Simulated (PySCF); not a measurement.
1,1-dichloro-3,3-difluoroprop-1-ene (C₃H₂Cl₂F₂), SMILES FC(F)C=C(Cl)Cl.

Coordinates come from a B3LYP-D3(BJ)/def2-SVP optimisation. Other conformers were not sampled.

The numbers are results of PySCF with PBE/def2-TZVP, not measurements.

Symmetry labels are those of the subgroup Cs that the program uses (full group Cs).

Question: List the valence orbital energies around the gap with their symmetry. (Estimate from the structure and the level; the computed values follow.)

Answer: 
| orbital | symmetry | energy (eV) |
|---|---|---|
| HOMO−7 | A" | -10.11 |
| HOMO−6 | A' | -10.04 |
| HOMO−5 | A" | -9.58 |
| HOMO−4 | A' | -9.00 |
| HOMO−3 | A" | -8.49 |
| HOMO−2 | A' | -8.20 |
| HOMO−1 | A' | -8.02 |
| HOMO | A" | -6.85 |
| LUMO | A" | -2.23 |
| LUMO+1 | A' | -1.53 |
| LUMO+2 | A' | -0.55 |
| LUMO+3 | A' | 1.15 |
